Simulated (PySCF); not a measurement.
Mg(SMe)(SeH) (CH4MgSSe), SMILES C[S][Mg][SeH]. Geometry: B3LYP-D3(BJ)/def2-SVP. The structure was generated by enumeration; whether it is a known compound was not checked. One conformer was computed; it need not be the lowest.

Give the equilibrium geometry at B3LYP-D3(BJ)/def2-SVP (PySCF confirms it by a frequency run) as bond lengths and angles. (Estimate from the structure and the level; the computed values follow.)

Several could match; the one computed here: 
Atoms: Mg1 S2 C3 H4 H5 H6 Se7 H8. Bonds (Å): Mg1–S2 2.306, Mg1–Se7 2.433, S2–C3 1.851, C3–H4 1.099, C3–H5 1.099, C3–H6 1.099, Se7–H8 1.479. Angles (°): S2–Mg1–Se7 178.5, Mg1–S2–C3 103.4, S2–C3–H4 112.0, S2–C3–H5 106.8, S2–C3–H6 112.0, H4–C3–H5 108.2, H4–C3–H6 109.5, H5–C3–H6 108.2, Mg1–Se7–H8 89.8.
Charge 0, spin multiplicity 1.
